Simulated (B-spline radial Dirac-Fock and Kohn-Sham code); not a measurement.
# Te: input and output of one calculation

ΔSCF core binding energies without Breit or QED terms, calculated with a radial atomic solver. Keys: rel is the Hamiltonian (dirac, or spin-free x2c and nr, where L3 and M5 stand for the whole 2p and 3d shells), method is hf or an exchange,correlation pair (spin-unpolarised, also for the hole states), nuc the nuclear model, radius_factor scales its radius, rmax is the box in bohr, h the logarithmic mesh step, order the B-spline order, points the quadrature points per cell, c_factor scales the speed of light, and damp, ndamp, maxit and tol steer the iteration. The run stops when the commutator error falls below 10·tol·max(1, Z/10), or the numerical noise floor, and the energy has settled to about 1e-8 Ha; the virial ratio is −V/T.

Input (task.json):

```json
{"items": [{"Z": 52, "q": 0, "cfg": [[1, 0, 2], [2, 0, 2], [2, 1, 6], [3, 0, 2], [3, 1, 6], [3, 2, 10], [4, 0, 2], [4, 1, 6], [4, 2, 10], [5, 0, 2], [5, 1, 4]], "A": 130, "rrms": 4.7423, "do": "settings", "holes": ["K", "L3", "M5"],
  "settings": [{"rel": "dirac", "method": "hf", "nuc": "gauss", "radius_factor": 1.0, "rmax": 45.0, "h": 0.3, "order": 8, "points": 10, "c_factor": 1.0, "maxit": 60, "damp": 0.5, "ndamp": 3, "tol": 1e-08}]}]}
```

Command: `python xray2_run.py task.json out`

Ground-state iterations:

```
iter   energy (Ha)        error
   1    -6791.14292609  1.78e+00
   2    -6792.77424376  2.26e-01
   3    -6793.66012145  4.27e-02
   4    -6793.70121223  1.38e-02
   5    -6793.70342548  4.94e-03
   6    -6793.70400132  7.28e-04
   7    -6793.70401311  2.43e-04
   8    -6793.70401392  2.86e-05
   9    -6793.70401394  4.75e-06
  10    -6793.70401395  4.17e-07
```

The ground state converged in 10 iterations, with total energy -6793.70401 Ha, virial ratio 1.94555 and highest orbital energy -9.22 eV. ΔSCF binding energies: K (1s) 31930.8 eV, L3 (2p3/2) 4359.3 eV, M5 (3d5/2) 581.7 eV.
